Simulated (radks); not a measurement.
Values are calculated unless marked as measured or tabulated.
Question: Ag IV, configuration [Kr] 4d(up 5, down 3) (the NIST ground configuration). Level of theory: scalar-relativistic Kohn-Sham, SCAN, spin-polarised, spherical densities, finite nucleus; meta-GGA in the generalised Kohn-Sham scheme; Fermi nuclear charge, rms radius 4.5454 fm (a radial shooting solver on a logarithmic mesh with Libxc functionals). Some entries of the table are withheld. Estimate them.

orbital  occ.  eigenvalue (eV)  <1/r> (bohr^-1)
1s up       1        -25418.79            49.43
1s down     1        -25418.78            49.43
2s up       1        -3791.898            11.25
2s down     1        -3791.445            11.25
2p up       3        -3401.759            10.85
2p down     3        -3401.390            10.85
3s up       1        -733.6847            3.958
3s down     1        -733.4978            3.957
3p up       3        -604.3980            3.764
3p down     3        -604.1513            3.763
3d up       5        -401.5550            3.531
3d down     5        -401.1069            3.530
4s up       1        -137.6600            1.510
4s down     1        -135.5283            1.514
4p up       3         -99.8084              (1)
4p down     3         -97.6099              (2)
4d up       5         -44.9182            1.068
4d down     3         -42.8176            1.063

Answer: 
(1) 4p up <1/r> (bohr^-1): 1.367
(2) 4p down <1/r> (bohr^-1): 1.369
